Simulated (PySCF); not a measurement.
# A survey of ¹⁷O NMR shifts

- geometry from GFN2-xTB
- shielding tensors at PBE0/pcSseg-1 (GIAO)
- code: PySCF 2.14.0 with density-fitted response routines
- gas phase, averaged over atoms made equivalent by symmetry, fast rotation or ring inversion, single conformer, no relativistic terms

Shieldings were converted by a linear fit to measured shifts: ¹⁷O: δ = 266.70 − 0.911σ (rms 10.7 ppm, 155 shifts, 12.2 ppm with the 3 outliers that the fit left out vs liquid water, solution or neat liquid). Occasional misses reach two or three times the rms, and more in compound classes unlike the fitted ones.

Give the ¹⁷O shifts of `CC1=COCC1(F)F`, `C=C1C[C@@H]1OC(F)F`, `C=C1C[C@@H]1OC(F)F`, `C[Si@@H]1CC[SiH2]O1`, `C[Si@@H]1CC[SiH2]O1`.

Results:


```tsv
compound	environment	δ (ppm)
CC1=COCC1(F)F	ether oxygen	73.5
C=C1C[C@@H]1OC(F)F	ether oxygen	75.9
C=C1C[C@@H]1OC(F)F	ether oxygen	75.9
C[Si@@H]1CC[SiH2]O1	oxygen bonded to 2 Si, in a 5-membered ring	3.3
C[Si@@H]1CC[SiH2]O1	oxygen bonded to 2 Si, in a 5-membered ring	3.3
```
